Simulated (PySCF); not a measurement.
C₆ coefficients of unlike pairs at TPSSh

Calculated with PySCF 2.14 from the dipole response of each species, C₆(A,B) = (3/π) ∫ α_A(iu) α_B(iu) du, in atomic units, from isotropic polarisabilities. For ions this is the dispersion term alone; charge-induced terms of lower order in 1/R come first.

| species | configuration | basis | relativity | α (bohr³) | C₆ (like pair) |
| --- | --- | --- | --- | --- | --- |
| N | [He] 2s2 2p3 (4S) | dyall-av3z (15s9p3d2f) | spin-free X2C | 7.772 | 26.70 |
| N+ | [He] 2s2 2p2 (3P) | aug-cc-pVDZ (4s3p2d) | none | 3.895 | 8.529 |
| B+ | [He] 2s2 (1S) | def2-QZVPPD (8s4p4d2f1g) | none | 10.81 | 30.17 |

Q: Estimate C₆ for B+ with N.

A: The integral gives 27.29. The combination rule 2 C_A C_B / (C_A α_B/α_A + C_B α_A/α_B) gives 27.39 and the geometric mean 28.38.

No spin-orbit coupling is included.

The other pairs:

```tsv
pair	C₆
B+, N+	14.87
N+, N	14.99
```
